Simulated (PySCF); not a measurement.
HCl3OSn, singlet, geometry from GFN2-xTB (such geometries of metal compounds can be far from the true shape) (all electrons, no relativity).

The PySCF input:
```python
from pyscf import gto, scf, mcscf
import numpy

mol = gto.M(
    atom='''
O    -1.776857   -0.099843    1.150825
Sn   -0.124231   -0.007155    0.088630
Cl   -0.192946    1.914144   -1.176602
Cl    1.579576    0.032832    1.593823
Cl   -0.032619   -1.871677   -1.257510
H    -2.591762   -0.123583    0.646812
''',
    basis='sto-3g',
    charge=0,
    spin=0,
    verbose=3,
)

mf = scf.RHF(mol)
mf.kernel()
mc = mcscf.CASSCF(mf, 6, 6)
mc.fix_spin_(ss=0.0)
mc.kernel()
occ = numpy.linalg.eigvalsh(mc.fcisolver.make_rdm1(mc.ci, mc.ncas, mc.nelecas))[::-1]
ss = mc.fcisolver.spin_square(mc.ci, mc.ncas, mc.nelecas)[0]
print('natural occupations', occ.round(4), ' <S^2>', round(ss, 4))
```

### Question
What number of basis functions does CASSCF(6,6)/STO-3G run with PySCF give?

### Answer
60

### Question
What is the computed natural occupations of the active orbitals (CASSCF(6,6)/STO-3G)?

### Answer
1.99, 1.97, 1.96, 0.04, 0.03, 0.01

### Question
What is the computed SCF-reference Mulliken (on the basis functions themselves) charges in atom order (CASSCF(6,6)/STO-3G)?

### Answer
O1 -0.46, Sn2 1.47, Cl3 -0.40, Cl4 -0.39, Cl5 -0.40, H6 0.18

### Question
Estimate the SCF-reference HOMO energy that CASSCF(6,6)/STO-3G returns for this input.

### Answer
-10.45 eV
